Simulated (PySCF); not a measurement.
# Ta²⁺ (tantalum, charge +2) across methods

[Xe] 4f14 5d3, high-spin 4F determinant. Calculation: PySCF 2.14, in aug-cc-pwCVDZ-PP with ECP60MDF (6s6p5d3f, 70 functions); a scalar-relativistic core potential.

```json
{"method": "r2SCAN", "E (hartree)": "-56.4930", "mean ε 5p α (eV)": "-56.227", "mean ε 5p β (eV)": "-53.959", "mean ε 5d α (eV)": "-19.675", "Σ⟨r²⟩ (bohr²)": "28.07", "⟨S²⟩": "3.752"}
{"method": "CAM-B3LYP", "E (hartree)": "-56.4175", "mean ε 5p α (eV)": "-59.312", "mean ε 5p β (eV)": "-56.972", "mean ε 5d α (eV)": "-21.991", "Σ⟨r²⟩ (bohr²)": "28.23", "⟨S²⟩": "3.751"}
{"method": "UHF", "E (hartree)": "-56.00991", "mean ε 5p α (eV)": "-65.361", "mean ε 5p β (eV)": "-60.718", "mean ε 5d α (eV)": "-24.080", "Σ⟨r²⟩ (bohr²)": "28.08", "⟨S²⟩": "3.755"}
{"method": "wB97X-V", "E (hartree)": "-56.4383", "mean ε 5p α (eV)": "-60.340", "mean ε 5p β (eV)": "-58.155", "mean ε 5d α (eV)": "-22.872", "Σ⟨r²⟩ (bohr²)": "28.11", "⟨S²⟩": "3.751"}
{"method": "LDA", "E (hartree)": "-56.2907", "mean ε 5p α (eV)": "-55.041", "mean ε 5p β (eV)": "-53.309", "mean ε 5d α (eV)": "-19.409", "Σ⟨r²⟩ (bohr²)": "28.55", "⟨S²⟩": "3.750"}
{"method": "r2SCANh", "E (hartree)": "-56.4788", "mean ε 5p α (eV)": "-57.184", "mean ε 5p β (eV)": "-54.720", "mean ε 5d α (eV)": "-20.183", "Σ⟨r²⟩ (bohr²)": "28.05", "⟨S²⟩": "3.752"}
{"method": "PW91", "E (hartree)": "-56.5066", "mean ε 5p α (eV)": "-55.152", "mean ε 5p β (eV)": "-53.378", "mean ε 5d α (eV)": "-19.482", "Σ⟨r²⟩ (bohr²)": "28.31", "⟨S²⟩": "3.751"}
{"method": "PBE", "E (hartree)": "-56.4784", "mean ε 5p α (eV)": "-55.080", "mean ε 5p β (eV)": "-53.304", "mean ε 5d α (eV)": "-19.425", "Σ⟨r²⟩ (bohr²)": "28.32", "⟨S²⟩": "3.751"}
{"method": "PBE0", "E (hartree)": "-56.4575", "mean ε 5p α (eV)": "-57.867", "mean ε 5p β (eV)": "-55.445", "mean ε 5d α (eV)": "-20.742", "Σ⟨r²⟩ (bohr²)": "28.15", "⟨S²⟩": "3.751"}
```

Energies and moments cover only the electrons outside the core potential. Spin-orbit coupling, absent here, splits the open shell strongly.
